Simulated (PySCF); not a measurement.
## A run with a changed setting

The sound run of [Yb(H2O)8]3+ (singlet in the valence; each metal's 4f electrons, 13 of them, lie in its core potential, out of spins and levels; a saddle point, relaxed within its symmetry) uses PySCF 2.14.0, RKS BP86, Yb lcecp-1-SVP with ECP59, O def2-SVP, H def2-SVP; non-relativistic Hamiltonian with scalar-relativistic core potentials where named; density fitting; no spin-orbit coupling, grid (50, 194), threshold 1e-8 and 55 cycles at the relaxed geometry. This run, with dm0 from free metal ions and neutral atoms, differs:

```python
mol = gto.M(atom='''
Yb    -0.00000    -0.00000    -0.00000
O      2.06442     0.00003     1.23520
H      2.24731     0.00004     2.20123
H      2.95622     0.00005     0.82228
O     -0.00003     2.06442     1.23520
H     -0.00004     2.24731     2.20123
H     -0.00005     2.95622     0.82228
O     -2.06442    -0.00003     1.23520
H     -2.24731    -0.00004     2.20123
H     -2.95622    -0.00005     0.82228
O      0.00003    -2.06442     1.23520
H      0.00004    -2.24731     2.20123
H      0.00005    -2.95622     0.82228
O      1.45974     1.45979    -1.23520
H      2.09033     2.09040    -0.82228
H      1.58906     1.58912    -2.20123
O     -1.45979     1.45974    -1.23520
H     -2.09040     2.09033    -0.82228
H     -1.58912     1.58906    -2.20123
O     -1.45974    -1.45979    -1.23520
H     -2.09033    -2.09040    -0.82228
H     -1.58906    -1.58912    -2.20123
O      1.45979    -1.45974    -1.23520
H      2.09040    -2.09033    -0.82228
H      1.58912    -1.58906    -2.20123''',
    basis={'Yb': 'lcecp-1-SVP', 'O': 'def2-SVP', 'H': 'def2-SVP'},
    ecp={'Yb': 'lcecp-1-SVP'},
    charge=3, spin=1)
mf = dft.UKS(mol, xc='B88,P86')
mf.grids.atom_grid = (50, 194)  # f atoms: unpruned, at least (60, 302)
mf = mf.density_fit()  # fitting sets: Yb AutoAux, O def2-universal-JKFIT, H def2-universal-JKFIT
mf.conv_tol = 1e-08; mf.max_cycle = 65
mf.kernel(dm0)
```

Task: What was changed, and how did it end?

Result: The spin was changed. The program refused it. The cycle limit differs too. These settings are unsound on purpose: the numbers aren't the compound's.
```
RuntimeError: Electron number 88 and spin 1 are not consistent
Note mol.spin = 2S = Nalpha - Nbeta, not 2S+1
```

Run from Python with OMP_NUM_THREADS=4; the lines above give its settings.

An lcecp potential fixes the number of 4f electrons, so in runs with it no electron can move into or out of that shell.
